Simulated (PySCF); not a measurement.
## Polarisability and C₆ of Hg (mercury, neutral)

[Xe] 4f14 5d10 6s2, closed-shell 1S. Calculation: PySCF 2.14, in ANO-RCC-VTZP (8s7p5d3f1g, 84 functions); scalar relativity by spin-free X2C-1e. Coupled (time-dependent) response in atomic units; α is the mean over directions. The basis has no added diffuse functions, which lowers α and C₆.

```csv
method,mean α (bohr³),C₆ (like pair),S(−4)
revPBE,33.94,313.5,428.4
```

S(−4) is the Cauchy moment in α(ω) = α(0) + S(−4) ω² + …

Reference α: 33.91 ± 0.34 bohr³ (recommended; Schwerdtfeger and Nagle, table of static dipole polarizabilities (2023 update)). Published C₆: 268.0 (Gould and Bucko (2016)).

α(iu) at revPBE:

| u (hartree) | α(iu) (bohr³) |
| --- | --- |
| 0 | 33.94 |
| 0.0500 | 32.91 |
| 0.100 | 30.27 |
| 0.200 | 23.54 |
| 0.300 | 18.06 |
| 0.500 | 11.75 |
| 0.750 | 8.101 |
| 1.00 | 6.169 |
| 1.50 | 4.056 |
| 2.00 | 2.878 |
| 3.00 | 1.644 |
| 5.00 | 0.7299 |

A single London oscillator, α(iu) = α/(1 + u²/ω²), gives C₆ = (3/4) ω α². Matching the computed C₆ needs ω = 4 × 313.5 / (3 × 33.94²) = 0.363 hartree.

Spin-orbit coupling, which splits the p, d and f shells strongly at this Z, is absent.
